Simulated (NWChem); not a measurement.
**Correlation energy of HCl₂Ge**

SMILES: [Cl][GeH][Cl]
```xyz
4

Cl    -0.5506    -0.3191     1.7539
Ge     0.5255     0.3509     0.0000
Cl    -0.5506    -0.3191    -1.7539
H      1.9033    -0.3765     0.0000
```
Charge 0, spin multiplicity 2.

Everything below was run with NWChem. All single points use one geometry, from UPBE0/def2-SVP, a minimum by its harmonic frequencies.

Basis set: def2-SVP. Each correlation energy counts from its own Hartree-Fock reference.

The Hamiltonian is non-relativistic. The correlated methods keep 19 core orbitals frozen. The structure started from a generated list of species. The unpaired electrons of the parent sit in orbitals of symmetry a' (Cs labels of the run); other states weren't searched. The stability of the SCF solutions was not checked. Open-shell Hartree-Fock references start from PBE0 orbitals. No row is a measurement; the coupled-cluster row has its own basis-set and correlation limits.

**Question.** One of these methods gave a correlation energy of -470.2 mHa. Which?
(A) CCSD on UHF
(B) UMP2
(C) SCS-UMP2
(D) CCSD[T] on UHF

**Answer.** B, UMP2. The others give -445.5 (SCS-UMP2), -494.3 (CCSD on UHF), -507.8 (CCSD[T] on UHF).
